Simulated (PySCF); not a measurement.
SF6.
Bonds: F1–S2, S2–F3, S2–F4, S2–F5, S2–F6, S2–F7.

The calculation used PBE0-D3(BJ)/def2-SVP geometry optimisation, gas phase in PySCF.

Question: How far are the bound atoms from S2?

Answer: 6 atoms: F4 1.581 Å, F5 1.581 Å, F1 1.581 Å, F6 1.581 Å, F3 1.581 Å, F7 1.581 Å.

Question: List the angles at S2.

Answer: 
```json
{"angle": "F1–S2–F6", "degrees": "180.0", "distance of the outer atoms (Å)": "3.16"}
{"angle": "F4–S2–F5", "degrees": "180.0", "distance of the outer atoms (Å)": "3.16"}
{"angle": "F3–S2–F7", "degrees": "180.0", "distance of the outer atoms (Å)": "3.16"}
{"angle": "F4–S2–F6", "degrees": "90.0", "distance of the outer atoms (Å)": "2.24"}
{"angle": "F1–S2–F5", "degrees": "90.0", "distance of the outer atoms (Å)": "2.24"}
{"angle": "F5–S2–F7", "degrees": "90.0", "distance of the outer atoms (Å)": "2.24"}
{"angle": "F1–S2–F3", "degrees": "90.0", "distance of the outer atoms (Å)": "2.24"}
{"angle": "F3–S2–F4", "degrees": "90.0", "distance of the outer atoms (Å)": "2.24"}
{"angle": "F6–S2–F7", "degrees": "90.0", "distance of the outer atoms (Å)": "2.24"}
{"angle": "F1–S2–F7", "degrees": "90.0", "distance of the outer atoms (Å)": "2.24"}
{"angle": "F4–S2–F7", "degrees": "90.0", "distance of the outer atoms (Å)": "2.23"}
{"angle": "F3–S2–F5", "degrees": "90.0", "distance of the outer atoms (Å)": "2.23"}
{"angle": "F3–S2–F6", "degrees": "90.0", "distance of the outer atoms (Å)": "2.23"}
{"angle": "F5–S2–F6", "degrees": "90.0", "distance of the outer atoms (Å)": "2.23"}
{"angle": "F1–S2–F4", "degrees": "90.0", "distance of the outer atoms (Å)": "2.23"}
```

Question: What is the shape at S2?

Answer: Octahedral: the three widest angles are 180.0°, 180.0° and 180.0°, the others run from 90.0° to 90.0°.

Question: What are the rotational constants (commonest isotopes, rigid rotor)?

Answer: A = 2663, B = 2661, C = 2661 MHz: a spherical top.

Point group: Oh (every atom within 0.08 Å of its image). Charge 0, singlet. Stationary, but not proved a minimum.
